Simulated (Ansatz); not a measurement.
Job for Ansatz (a first-principles code): U-PBE/def2-TZVPP on CH4Cd (SMILES [CH3][CdH]), a point of a bond scan (R = 2.524 Å). Elements past Kr take the def2 small-core potentials; no spin–orbit coupling.

Ansatz 0.2 input:
```yaml
crystal:
  periodic: [false, false, false]
  atoms:
    - {symbol: Cd, position_ang: [-0.28068773, -0.15103297, -0.04141861]}
    - {symbol: H, position_ang: [-2.48457463, -1.33690448, -0.36662675]}
    - {symbol: C, position_ang: [1.58135131, 0.85089642, 0.23334606]}
    - {symbol: H, position_ang: [2.03123692, 0.55928180, 1.18282066]}
    - {symbol: H, position_ang: [1.43288682, 1.93112443, 0.23532541]}
    - {symbol: H, position_ang: [2.27072534, 0.59541191, -0.57190501]}
basis:
  gaussian:
    orbitals: def2-TZVPP
hamiltonian:
  xc: {name: PBE}
magnetization: {spin_polarized: true, initial_magnetization: 0}
```

Output:

```
WARN ansatz: RAYON_NUM_THREADS=1 ignored (pool sized by the plan → 1); use --threads N
Functional definition: PBE
integrals: 0.04 GiB planned
798 factors; their error is unknown
mean field: 0.48 GiB planned
mean field evaluation 1: about -5651.1038 eV, gradient 5.1e1 eV
mean field evaluation 2: about -5608.2951 eV, gradient 9.3e1 eV
mean field evaluation 4: about -5660.3033 eV, gradient 2.1e1 eV
mean field evaluation 8: about -5664.1268 eV, gradient 9.2e-2 eV
mean field evaluation 16: about -5664.1151 eV, gradient 9.3e-5 eV
mean field -5664.11514145 eV, -208.1523921730 hartree, gradient 6.6e-6 eV, S^2 0.000000; 1 other end points of the search recorded, 0 dependent functions left out
reference -5664.11518197 eV, -208.1523936623 hartree; 15, 15 occupied and 128, 128 virtual orbitals, 798 factors
Total energy: -5664.11518197 eV, -208.1523936623 hartree
```

The run converged.

Cost: about 4 core-seconds (a rough figure).
